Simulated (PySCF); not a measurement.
Species: C4H8NSi (doublet state).
SMILES with atom numbers: `[H]/[N:1]=[CH:2]/[C:3]1[CH2:4][SiH2:5][CH2:6]1` (hydrogens: H7 on N1; H8 on C2; H9, H10 on C4; H11, H12 on Si5; H13, H14 on C6)

Geometry (GFN2-xTB, Å), atoms numbered from 1 in this order:
```xyz
14
C4H8NSi angstrom
N      2.553   -0.341    0.473
C      1.694    0.422   -0.130
C      0.332    0.268    0.083
C     -0.339   -0.802    0.880
Si    -1.876   -0.592   -0.247
C     -0.788    0.948   -0.631
H      3.522   -0.118    0.262
H      1.984    1.231   -0.818
H      0.236   -1.724    0.920
H     -0.515   -0.493    1.912
H     -3.172   -0.348    0.384
H     -1.951   -1.540   -1.355
H     -0.554    1.247   -1.652
H     -1.128    1.842   -0.104
```

The hyperfine couplings belong to this conformer and change with its torsions.

The calculation used PySCF, UKS B3LYP, pcH-1 on C H N Si, non-relativistic, mean-field spin-orbit, GIAO. One conformer (not necessarily the lowest) at the GFN2-xTB geometry, without solvent, vibrations or thermal averaging. Couplings are sensitive to structure, and on GFN2-xTB geometries they can be far from those on DFT ones. The SCF solution wasn't tested for stability.

The Mulliken spin populations are largest on C3 (+0.67), N1 (+0.48) and C2 (-0.18). The angles at C3 add up to 359.0°, so it is planar.

Question: Find Q in a(H) = Q·ρ(C) for the protons on the planar carbons that carry spin.

Answer: 
```
 H   C    ρ(C)  a(H) (G)  a/ρ (G)
H8  C2  -0.184     +2.21    -12.0
```

One proton gives one ratio, Q = -12.0 G, and no test of linearity. Where ρ is negative the coupling is positive.

Question: List the C–H protons on four-coordinate carbons next to a three-coordinate spin centre, with their couplings and θ (C–H bond against the normal to the plane of the centre's neighbours, projected along the bond that joins the two).

Answer: 
```json
{"β H": "H9", "on": "C4", "centre": "C3", "θ (°)": "56", "cos²θ": "0.31", "a (G)": "+13.13"}
{"β H": "H10", "on": "C4", "centre": "C3", "θ (°)": "3", "cos²θ": "1.00", "a (G)": "+33.87"}
{"β H": "H13", "on": "C6", "centre": "C3", "θ (°)": "56", "cos²θ": "0.32", "a (G)": "+14.02"}
{"β H": "H14", "on": "C6", "centre": "C3", "θ (°)": "2", "cos²θ": "1.00", "a (G)": "+39.08"}
```

Fitting the Heller–McConnell form a = ρ(B0 + B2 cos²θ), with Mulliken ρ = 0.67, gives B0 = 4.6 G and B2 = 49.6 G; with only two distinct angles the two parameters are fixed exactly. By this fit the coupling would be 36.6 G at θ = 0° and 3.1 G at 90°.

Couplings in gauss use g_iso = 2.0032.
